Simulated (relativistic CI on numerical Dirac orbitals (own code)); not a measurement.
Sc²⁺ in a cubic cluster: 2p photoemission with charge transfer

Computed with a charge-transfer multiplet model of a cubic metal-ligand cluster with up to 2 ligand holes, Slater and spin-orbit integrals from Dirac-Coulomb-Breit ions, Slater integrals scaled by 0.7. The ground state mixes d1 with configurations of k ligand holes L, whose averages lie at kΔ + k(k − 1)U_dd/2; a core hole lowers each added d electron by U_cd. 300 K, Lorentzian 0.6 eV and Gaussian 0.8 eV FWHM.

Atomic integrals in eV (Slater integrals scaled, ζ unscaled), ground: F2dd 4.121, F4dd 2.525, zeta_d 0.008; with the core hole: F2dd 4.121, F4dd 2.525, zeta_d 0.020, zeta_core 3.005, F2cd 3.598, G1cd 2.586, G3cd 1.465. Where a configuration has fewer than two d electrons, the dd integrals are those of d2.

Cluster parameters (eV): Δ = 7.7, U_dd = 4, U_cd = 4.6, 10Dq(ligand) = 0.1, V(eg) = 1.4, V(t2g) = -0.67, final-state hopping factor = 0.8.

```tsv
Case	n_d	d1	d2L	d3L2	S
10Dq = 0.3 eV	1.14	0.86	0.13	0.01	0.50
10Dq = 1.2 eV	1.13	0.87	0.12	0.00	0.50
10Dq = 1.8 eV	1.13	0.88	0.12	0.00	0.50
```

Weights, n_d and S are thermal averages at 300 K. Binding energies count from the first peak over 30 % of the highest in each spectrum, which can be another peak from case to case. The parameters are a model scan and need not match a compound or its usual spin state. Peaks in eV (height, largest 100):
- 10Dq = 0.3 eV: 0.0 (100), 4.6 (54)
- 10Dq = 1.2 eV: 0.0 (100), 4.7 (52)
- 10Dq = 1.8 eV: 0.0 (100), 4.7 (51)

For the case 10Dq = 1.2 eV, Δ = 7.7 eV is larger than U_dd = 4 eV, the Mott-Hubbard side of the Zaanen-Sawatzky-Allen scheme. With the core hole the average of the configuration with one ligand hole lies at Δ − U_cd = 3.1 eV before mixing: the effective hopping of about 2.5 eV (from the holes of the mixed ground state) is comparable with this gap or larger, so the configurations mix strongly.
